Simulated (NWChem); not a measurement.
System: C3H7O2, doublet; SMILES COCC[O]

NWChem printed, in part:

```
             Northwest Computational Chemistry Package (NWChem) 7.3.0
             --------------------------------------------------------

                             Geometry "geometry" -> ""
                             -------------------------

 Output coordinates in angstroms (scale by  1.889725989 to convert to a.u.)

  No.       Tag          Charge          X              Y              Z
 ---- ---------------- ---------- -------------- -------------- --------------
    1 C                    6.0000     0.57318300     1.93624800     0.17375100
    2 O                    8.0000    -0.51730000     1.21210200    -0.30868200
    3 C                    6.0000    -0.67320700    -0.05551400     0.25384300
    4 C                    6.0000     0.24787300    -1.10254600    -0.38432800
    5 O                    8.0000     0.13376000    -2.33892100     0.13520800
    6 H                    1.0000     0.51542700     2.08567900     1.26990800
    7 H                    1.0000     1.54657000     1.45661500    -0.05085100
    8 H                    1.0000     0.56294000     2.92114200    -0.31364500
    9 H                    1.0000    -1.71724600    -0.35996300     0.07998600
   10 H                    1.0000    -0.50699400    -0.04906500     1.34947100
   11 H                    1.0000     0.15920600    -1.08465000    -1.49478000
   12 H                    1.0000     1.31441000    -0.81782500    -0.19910000

 Effective nuclear repulsion energy (a.u.)     182.0251638752

                                 NWChem DFT Module
                                 -----------------

 Summary of "ao basis" -> "ao basis" (spherical)
 ------------------------------------------------------------------------------
       Tag                 Description            Shells   Functions and Types
 ---------------- ------------------------------  ------  ---------------------
 C                           sto-3g                  3        5   2s1p
 O                           sto-3g                  3        5   2s1p
 H                           sto-3g                  1        1   1s

 in cosmo_initialize ...
 calling solv_data for solv:h2o

 solvent parameters
 solvname_short: h2o
 solvname_long:  water
 dielec:       78.4000
 dielecinf:     1.7769
 aqueous SMD model solvent descriptors
 dielec:       78.4000
 sola:          0.8200

          ---------------
          -cosmo- solvent
          ---------------
 Cosmo: York-Karplus, doi: 10.1021/jp992097l
 dielectric constant -eps-     =  78.40
 screen = (eps-1)/(eps    )    =   0.98724
 surface charge correction     = lagrangian

   van der Waals surface
 --------------------------

 ---------- ATOMIC COORDINATES (A.U.) ------------ VDWR(ANG.) --
     1    1.08315881    3.65897817    0.32834178     1.850
     2   -0.97755525    2.29054065   -0.58332440     1.520
     3   -1.27217676   -0.10490625    0.47969371     1.850
     4    0.46841205   -2.08350983   -0.72627461     1.850
     5    0.25276975   -4.41991980    0.25550607     1.520
     6    0.97401580    3.94136181    2.39977815     1.200
     7    2.92259352    2.75260322   -0.09609446     1.200
     8    1.06380235    5.52015795   -0.59270311     1.200
     9   -3.24512439   -0.68023144    0.15115162     1.200
    10   -0.95807974   -0.09271941    2.55013042     1.200
    11    0.30085572   -2.04969129   -2.82472461     1.200
    12    2.48387474   -1.54546516   -0.37624444     1.200
 number of segments per atom =        128
 number of   points per atom =        128
 atom (   nspa,  nppa )
 ----------------------
    1 (     59,     0 )       0
    2 (     43,     0 )       0
    3 (     37,     0 )       0
    4 (     43,     0 )       0
    5 (     82,     0 )       0
    6 (     55,     0 )       0
    7 (     55,     0 )       0
    8 (     54,     0 )       0
    9 (     55,     0 )       0
   10 (     53,     0 )       0
   11 (     56,     0 )       0
   12 (     54,     0 )       0
 number of -cosmo- surface points =      646
 molecular surface =    105.433 angstrom**2
 molecular volume  =     82.564 angstrom**3
 -lineq- algorithm             =   0
 -bem- low  level              =   3
 -bem- from -octahedral-
 gaussian surface charge width =   4.50000
 degree of switching           =   1.00000
 switching function tolerance  =   0.00010
 atomic radii =
 --------------
    1  6.000  1.850
    2  8.000  1.520
    3  6.000  1.850
    4  6.000  1.850
    5  8.000  1.520
    6  1.000  1.200
    7  1.000  1.200
    8  1.000  1.200
    9  1.000  1.200
   10  1.000  1.200
   11  1.000  1.200
   12  1.000  1.200
 ...... end of -cosmo- initialization ......

 nat:                    12
 ixmem:                  7844
 calling mnsol_interface()
 G(SMD-CDS) energy (kcal/mol)  =     3.423
 SMD-CDS SASA (angstrom**2)    =   141.684

            General Information
            -------------------
          SCF calculation type: DFT
          Wavefunction type:  spin polarized.
          No. of atoms     :    12
          No. of electrons :    41
           Alpha electrons :    21
            Beta electrons :    20
          Charge           :     0
          Spin multiplicity:     2
          Use of symmetry is: off; symmetry adaption is: off
          Maximum number of iterations: 150
          AO basis - number of functions:    32
                     number of shells:    22
          Convergence on energy requested:  1.00D-06
          Convergence on density requested:  1.00D-05
          Convergence on gradient requested:  5.00D-04

              XC Information
              --------------
                         B3LYP Method XC Potential
                     Hartree-Fock (Exact) Exchange  0.200
                        Slater Exchange Functional  0.800 local
                    Becke 1988 Exchange Functional  0.720 non-local
              Lee-Yang-Parr Correlation Functional  0.810
                  VWN I RPA Correlation Functional  0.190 local

[...]

                                COSMO-SMD solvation results
                                ---------------------------

             internal energy in gas <Psi(g)|H|Psi(g)> =      -265.366578293365
         internal energy in solvent <Psi(s)|H|Psi(s)> =      -265.365976772627
                               delta internal energy  =         0.000601520739 (    0.38 kcal/mol)
   total free energy in solvent <Psi(s)|H+V/2|Psi(s)> =      -265.373435425017
 polarization energy contribution <Psi(s)|V/2|Psi(s)> =        -0.007458652390 (   -4.68 kcal/mol)
    total free energy in solvent including G(SMD-CDS) =      -265.367980058487
                       G(SMD-CDS) energy contribution =         0.005455366530 (    3.42 kcal/mol)
     1 M fixed-concentration free energy of solvation =        -0.001401765121 (   -0.88 kcal/mol)

                    DFT Final Alpha Molecular Orbital Analysis
                    ------------------------------------------

 Vector   19  Occ=1.000000D+00  E=-2.140315D-01
              MO Center= -1.7D-01, -4.1D-02, -9.9D-02, r^2= 3.8D+00
   Bfn.  Coefficient  Atom+Function         Bfn.  Coefficient  Atom+Function
  ----- ------------  ---------------      ----- ------------  ---------------
    23     -0.504321   5 O  px               10      0.484374   2 O  pz
     7     -0.343393   2 O  s                 8      0.256411   2 O  px
    32      0.246428  12 H  s                30     -0.219416  10 H  s
    14      0.182033   3 C  py               25     -0.181437   5 O  pz
    31     -0.166924  11 H  s                29      0.163370   9 H  s

 Vector   20  Occ=1.000000D+00  E=-1.759859D-01
              MO Center= -1.1D-02, -1.0D+00, -7.0D-02, r^2= 3.6D+00
   Bfn.  Coefficient  Atom+Function         Bfn.  Coefficient  Atom+Function
  ----- ------------  ---------------      ----- ------------  ---------------
    25      0.720909   5 O  pz               10      0.448818   2 O  pz
    24      0.266616   5 O  py               31      0.246942  11 H  s
     8     -0.236812   2 O  px               26     -0.157025   6 H  s
    27      0.128544   7 H  s                 9      0.127668   2 O  py
    14      0.115575   3 C  py               18     -0.106789   4 C  px

 Vector   21  Occ=1.000000D+00  E=-1.387072D-01
              MO Center= -1.9D-01, -4.5D-02, -9.6D-02, r^2= 3.5D+00
   Bfn.  Coefficient  Atom+Function         Bfn.  Coefficient  Atom+Function
  ----- ------------  ---------------      ----- ------------  ---------------
    10     -0.473060   2 O  pz                8      0.455744   2 O  px
    25      0.424308   5 O  pz                9     -0.334977   2 O  py
    24      0.263356   5 O  py               23     -0.256360   5 O  px
    27     -0.200043   7 H  s                26      0.165670   6 H  s
    31      0.157857  11 H  s                18      0.143069   4 C  px

 Vector   22  Occ=0.000000D+00  E= 2.958011D-01
              MO Center= -1.7D-01,  4.6D-01,  1.9D-02, r^2= 2.3D+00
   Bfn.  Coefficient  Atom+Function         Bfn.  Coefficient  Atom+Function
  ----- ------------  ---------------      ----- ------------  ---------------
     7      0.730460   2 O  s                14     -0.599792   3 C  py
     3      0.444802   1 C  px               15      0.379942   3 C  pz
    10      0.369453   2 O  pz               24     -0.327324   5 O  py
     8      0.322906   2 O  px                9     -0.316558   2 O  py
    19     -0.315329   4 C  py                5      0.283522   1 C  pz

 Vector   23  Occ=0.000000D+00  E= 3.490407D-01
              MO Center= -1.5D-02, -2.7D-01, -3.8D-02, r^2= 2.9D+00
   Bfn.  Coefficient  Atom+Function         Bfn.  Coefficient  Atom+Function
  ----- ------------  ---------------      ----- ------------  ---------------
    32      0.669586  12 H  s                18     -0.602222   4 C  px
    29     -0.571301   9 H  s                13     -0.459791   3 C  px
    30      0.425110  10 H  s                 3     -0.382022   1 C  px
    19     -0.323887   4 C  py               31     -0.316073  11 H  s
    15     -0.284596   3 C  pz                9     -0.277582   2 O  py

 Vector   24  Occ=0.000000D+00  E= 3.996369D-01
              MO Center=  3.2D-01,  9.5D-01, -1.3D-01, r^2= 3.0D+00
   Bfn.  Coefficient  Atom+Function         Bfn.  Coefficient  Atom+Function
  ----- ------------  ---------------      ----- ------------  ---------------
     4      0.812032   1 C  py               28     -0.529122   8 H  s
     8      0.464490   2 O  px               31     -0.449029  11 H  s
    20     -0.445395   4 C  pz               27      0.406445   7 H  s
     2     -0.364794   1 C  s                 9      0.344215   2 O  py
    32      0.269747  12 H  s                18     -0.242822   4 C  px

                     DFT Final Beta Molecular Orbital Analysis
                     -----------------------------------------

 Vector   18  Occ=1.000000D+00  E=-2.210806D-01
              MO Center= -4.4D-01,  1.1D+00, -1.8D-01, r^2= 1.8D+00
   Bfn.  Coefficient  Atom+Function         Bfn.  Coefficient  Atom+Function
  ----- ------------  ---------------      ----- ------------  ---------------
    10     -0.486605   2 O  pz                7      0.460079   2 O  s
     8     -0.455232   2 O  px                9      0.259674   2 O  py
    30      0.230946  10 H  s                 3      0.215347   1 C  px
    15      0.184882   3 C  pz               14     -0.167719   3 C  py
    29     -0.164412   9 H  s                28     -0.162931   8 H  s

 Vector   19  Occ=1.000000D+00  E=-1.664215D-01
              MO Center= -1.8D-01,  1.3D-01, -9.3D-02, r^2= 3.5D+00
   Bfn.  Coefficient  Atom+Function         Bfn.  Coefficient  Atom+Function
  ----- ------------  ---------------      ----- ------------  ---------------
    10      0.607580   2 O  pz               25      0.456820   5 O  pz
     8     -0.396627   2 O  px                9      0.238957   2 O  py
    23     -0.224057   5 O  px               26     -0.209890   6 H  s
    27      0.195624   7 H  s                24      0.132483   5 O  py
    30     -0.127562  10 H  s                31      0.121914  11 H  s

 Vector   20  Occ=1.000000D+00  E=-1.254708D-01
              MO Center= -3.9D-02, -1.1D+00, -4.7D-02, r^2= 3.3D+00
   Bfn.  Coefficient  Atom+Function         Bfn.  Coefficient  Atom+Function
  ----- ------------  ---------------      ----- ------------  ---------------
    25      0.685881   5 O  pz               24      0.350867   5 O  py
     8      0.327328   2 O  px               10     -0.299712   2 O  pz
     9     -0.257020   2 O  py               31      0.248292  11 H  s
    23     -0.160316   5 O  px               27     -0.138335   7 H  s
    13     -0.133100   3 C  px               14      0.131052   3 C  py

 Vector   21  Occ=0.000000D+00  E= 1.264854D-02
              MO Center=  2.1D-01, -2.1D+00,  7.4D-02, r^2= 1.0D+00
   Bfn.  Coefficient  Atom+Function         Bfn.  Coefficient  Atom+Function
  ----- ------------  ---------------      ----- ------------  ---------------
    23      0.908509   5 O  px               32     -0.331129  12 H  s
    25      0.258522   5 O  pz               31      0.155802  11 H  s
    12      0.102210   3 C  s                14     -0.086878   3 C  py
    13      0.078805   3 C  px                9      0.076323   2 O  py
     8     -0.067535   2 O  px               15     -0.067128   3 C  pz

 Vector   22  Occ=0.000000D+00  E= 2.996144D-01
              MO Center= -1.8D-01,  5.7D-01,  3.2D-02, r^2= 2.2D+00
   Bfn.  Coefficient  Atom+Function         Bfn.  Coefficient  Atom+Function
  ----- ------------  ---------------      ----- ------------  ---------------
     7      0.749746   2 O  s                14     -0.607532   3 C  py
     3      0.470621   1 C  px               15      0.391441   3 C  pz
    10      0.377151   2 O  pz                8      0.337317   2 O  px
     5      0.297839   1 C  pz                9     -0.299033   2 O  py
    24     -0.295673   5 O  py               19     -0.264706   4 C  py

 Vector   23  Occ=0.000000D+00  E= 3.572501D-01
              MO Center= -9.4D-02, -2.4D-01, -2.3D-03, r^2= 2.9D+00
   Bfn.  Coefficient  Atom+Function         Bfn.  Coefficient  Atom+Function
  ----- ------------  ---------------      ----- ------------  ---------------
    32     -0.623659  12 H  s                29      0.599575   9 H  s
    18      0.539271   4 C  px               13      0.486453   3 C  px
    30     -0.435012  10 H  s                 3      0.365987   1 C  px
     9      0.325231   2 O  py               19      0.324268   4 C  py
    31      0.290432  11 H  s                15      0.281788   3 C  pz

   alpha - beta orbital overlaps
   -----------------------------

   alpha      1      2      3      4      5      6      7      8      9     10
    beta      1      2      3      4      5      6      7      8      9     10
 overlap   1.000  1.000  0.866  0.866  1.000  0.984  0.979  0.995  0.992  0.993

   alpha     11     12     13     14     15     16     17     18     19     20
    beta     11     12     13     14     15     16     17     21     18     19
 overlap   0.977  0.988  0.983  0.944  0.999  0.901  0.899  0.685  0.757  0.885

   alpha     21     22     23     24     25     26     27     28     29     30
    beta     20     22     23     24     25     26     27     28     29     30
 overlap   0.920  0.997  0.993  0.995  0.998  0.998  0.993  0.999  0.987  0.989

   alpha     31     32
    beta     31     32
 overlap   0.978  0.984

[...]
```

Level: B3LYP/STO-3G, spin-unrestricted, SMD on the gas-phase geometry. The geometry was optimised at PBE0/def2-SVP, spin-unrestricted. No stability test was run on the SCF state. Solvent: water.

Problem. Which NWChem input produces such a log?

Solution. Several could match; the one computed here: the input that was run:
```
start job
memory heap 200 mb stack 900 mb global 1100 mb
geometry units angstroms noautosym nocenter noautoz
  C      0.573183     1.936248     0.173751
  O     -0.517300     1.212102    -0.308682
  C     -0.673207    -0.055514     0.253843
  C      0.247873    -1.102546    -0.384328
  O      0.133760    -2.338921     0.135208
  H      0.515427     2.085679     1.269908
  H      1.546570     1.456615    -0.050851
  H      0.562940     2.921142    -0.313645
  H     -1.717246    -0.359963     0.079986
  H     -0.506994    -0.049065     1.349471
  H      0.159206    -1.084650    -1.494780
  H      1.314410    -0.817825    -0.199100
end
basis spherical
  * library sto-3g
end
dft
  odft
  mult 2
  xc b3lyp
  iterations 150
end
cosmo
  do_cosmo_smd true
  solvent water
end
task dft energy
```
